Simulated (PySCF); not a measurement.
C2H7GaO, SMILES C[O][GaH][CH3]. Atoms are numbered in the order given.

```xyz
11

Ga    -0.3412     0.2740     0.3030
H     -1.8391    -0.1483     0.5346
C      0.6878     1.8042     0.9803
H      0.7029     1.8043     2.0819
H      0.2309     2.7523     0.6541
H      1.7212     1.7579     0.6074
O      0.6019    -0.8233    -0.7632
C      0.1321    -1.9869    -1.3874
H      0.2334    -1.9064    -2.4864
H      0.7243    -2.8654    -1.0680
H     -0.9326    -2.2070    -1.1678
```

The structure is a stationary point at B3LYP-D3(BJ)/def2-SVP. One conformer was computed; it need not be the lowest.

Method: TDDFT-PBE/def2-SVPD run with PySCF.

Vertical excitations. The molecule is in vacuum.

| state | energy (eV) | λ (nm) | f | main pairs |
|---|---|---|---|---|
| S1 | 4.86 | 255 | 0.001 | HOMO−1→LUMO 100 % |
| S2 | 5.14 | 241 | 0.071 | HOMO→LUMO 95 % |
| S3 | 5.62 | 221 | 0.000 | HOMO−2→LUMO 99 % |
| S4 | 5.76 | 215 | 0.012 | HOMO→LUMO+1 99 % |
| S5 | 5.99 | 207 | 0.018 | HOMO−1→LUMO+1 93 % |
| S6 | 6.44 | 193 | 0.000 | HOMO→LUMO+2 97 % |
| S7 | 6.58 | 188 | 0.003 | HOMO→LUMO+3 96 % |
| S8 | 6.62 | 187 | 0.021 | HOMO−1→LUMO+2 95 % |
| S9 | 6.86 | 181 | 0.098 | HOMO−2→LUMO+1 58 %, HOMO−1→LUMO+3 29 % |
| S10 | 6.92 | 179 | 0.117 | HOMO−1→LUMO+3 61 %, HOMO−2→LUMO+1 27 % |
| T1 | 4.34 | 286 | 0 | HOMO→LUMO 99 % |
| T2 | 4.64 | 267 | 0 | HOMO−1→LUMO 99 % |
| T3 | 5.30 | 234 | 0 | HOMO−2→LUMO 99 % |
| T4 | 5.57 | 223 | 0 | HOMO→LUMO+1 98 % |
Triplets are in the Tamm–Dancoff approximation, which puts them higher than full response would, so one can lie above its singlet here.
